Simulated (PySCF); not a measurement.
Ionisation energy of Cs³⁶⁺ by level of theory

Cs³⁶⁺ [Ar] 3d1 [3d3/2^1, M_J = 3/2] → Cs³⁷⁺ [Ar], as a difference of total energies. Calculation: PySCF 2.14, in an even-tempered Gaussian basis (16 s from 7 bohr⁻², ratio 2.8; 12 p from 9 bohr⁻², ratio 2.8; 8 d from 9 bohr⁻², ratio 2.8; 3 f from 27 bohr⁻², ratio 3); the two-component X2C-1e Hamiltonian. Correlated levels: [Ne] frozen; the 74 highest virtual spinors dropped. "Screened" scales the spin-orbit matrix elements by Boettger's factors to mimic the two-electron term; Breit and QED terms are absent.

| method | ionisation energy (eV) |
| --- | --- |
| GHF (spin-free) | 2411.5 |
| GMP2 (spin-free) | 2411.2 |
| GHF (screened spin-orbit) | 2422.5 |
| GMP2 (screened spin-orbit) | 2422.2 |

Breit and QED terms and the two-electron picture change are absent.

The spin-free rows lack the spin-orbit shift.

For comparison: 2422 ± 5 eV (theoretical estimate listed by NIST; NIST Atomic Spectra Database, ionization energies).
